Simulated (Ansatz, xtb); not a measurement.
Breaking the C1–Br2 bond in CH3Br (SMILES CBr) (multiplicity 1 held, fragments rigid). Energies count from the point at 1.957 Å.
Geometry at that point (charge 0, multiplicity 1):
```xyz
5

C     -1.534    -0.041    -0.029
Br     0.423     0.011     0.008
H     -1.830    -0.680    -0.853
H     -1.887     0.974    -0.173
H     -1.870    -0.443     0.921
```

Restricted levels (R-, RO-) in cc, def2 and unpolarised 6-31G sets keep to the state of the molecule at rest. U- levels take the lowest unrestricted solution at each point, which mixes spins at long bonds. Active spaces are followed from a long bond inwards. Levels need not reach the same state.

Cores are frozen in the correlated methods. Filled d and f shells under p-block atoms count as core.

Programs: Ansatz (Gaussian orbitals); xtb for the GFN methods. Values without a source in brackets are computed. The GFN methods have no spin term and hold the electronic entropy of 300 K.

Energies in kcal/mol.

```tsv
R (Å)	GFN2-xTB	U-MP2/cc-pVDZ	R-SCS-MP2/cc-pVDZ	U-SCS-MP2/cc-pVDZ	U-CCSD(T)/cc-pVDZ	FIC-MRCISD+Q on CASSCF(6,4)/cc-pVDZ
1.566	53.6	61.2	62.4	62.4	63.0	63.3
1.762	8.1	10.1	10.7	10.7	11.2	11.3
1.957	0.0	0.0	0.0	0.0	0.0	0.0
2.153	6.2	7.2	6.6	6.6	5.8	5.6
2.349	18.2	21.6	19.8	20.5	17.7	17.2
2.643	38.6	52.9	42.0	51.9	38.8	36.0
2.936	56.3	65.5	62.2	64.1	56.3	51.2
3.425	74.0	72.9	87.2	71.1	69.1	65.5
3.915	79.5	75.1	101.3	73.2	71.9	70.3
4.502	81.0	75.9	105.7	73.9	72.7	71.9
5.285	81.4	76.2	97.9	74.2	73.0	72.3
6.264	81.7	76.3	78.2	74.3	73.1	72.4
```

Doubts at one or more of the structures used: a spin-contaminated determinant (U-MP2/cc-pVDZ, U-SCS-MP2/cc-pVDZ, U-CCSD(T)/cc-pVDZ); a restricted determinant that unrestricted orbitals would lower (R-SCS-MP2/cc-pVDZ); T1 above 0.05 (U-CCSD(T)/cc-pVDZ); the program's own flag: other amplitudes (U-CCSD(T)/cc-pVDZ); active orbitals that take no part (FIC-MRCISD+Q on CASSCF(6,4)/cc-pVDZ).

Ansatz is a quantum-chemistry and plane-wave program.
